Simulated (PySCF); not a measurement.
C2H6AlBrO (SMILES CC[O][AlH][Br]), singlet, at a GFN2-xTB geometry (such geometries of metal compounds can be far from the true shape). Base run: HF/6-31G, polarisability run with PySCF.

Input for PySCF:
```python
from pyscf import gto, scf
from pyscf.prop import polarizability

mol = gto.Mole()
mol.atom = '''
    Al   -0.68540955   -0.19400343   -0.17726278
    H    -2.07890866   -0.56071048   -0.62119807
    Br   -0.21521018    1.97067103    0.19909437
    O     0.41532733   -1.39208039    0.01344154
    C     1.21768415   -2.53978660    0.09889288
    C     0.53526851   -3.72987947   -0.55816163
    H     2.17386840   -2.33228347   -0.39424056
    H     1.40804340   -2.75045183    1.15720979
    H     0.34607738   -3.51565320   -1.60785804
    H     1.16865200   -4.60943829   -0.48157281
    H    -0.41538670   -3.92826482   -0.06814693
'''
mol.basis = '6-31g'
mol.verbose = 4
mol.build()

mf = scf.RHF(mol)
mf.kernel()
alpha = mf.Polarizability().polarizability()[2, 2]
print('alpha_zz =', alpha)
```

Each row names what was changed in the base input (with any setting that the change needs).

```csv
change,alpha_zz (bohr³),basis functions,core-seconds (rough)
base,39.18,79,4
finite field (a.u.) = 0.05; conv_tol = 1e-11,39.87,79,4
functional = pbe,44.67,79,40
finite field (a.u.) = 0.001; conv_tol = 1e-6,39.18,79,3
basis = def2-SVP,[?],[?],10
basis = 6-31G*,44.74,104,7
functional = pbe0,42.61,79,40
finite field (a.u.) = 0.005; conv_tol = 1e-11,39.18,79,4
finite field (a.u.) = 2e-4; conv_tol = 1e-6,39.11,79,3
finite field (a.u.) = 0.001; conv_tol = 1e-11,39.18,79,3
finite field (a.u.) = 2e-4; conv_tol = 1e-11,39.18,79,4
basis = cc-pVDZ,46.87,117,10
```

Problem. Fill in the missing entries.

Solution. 
- basis = def2-SVP, alpha_zz (bohr³): 45.16
- basis = def2-SVP, basis functions: 122

Finite-field rows take the second difference of the energy in a field along z; a small field with loose convergence shows SCF noise divided by the square of the field, and a large one adds hyperpolarisability.
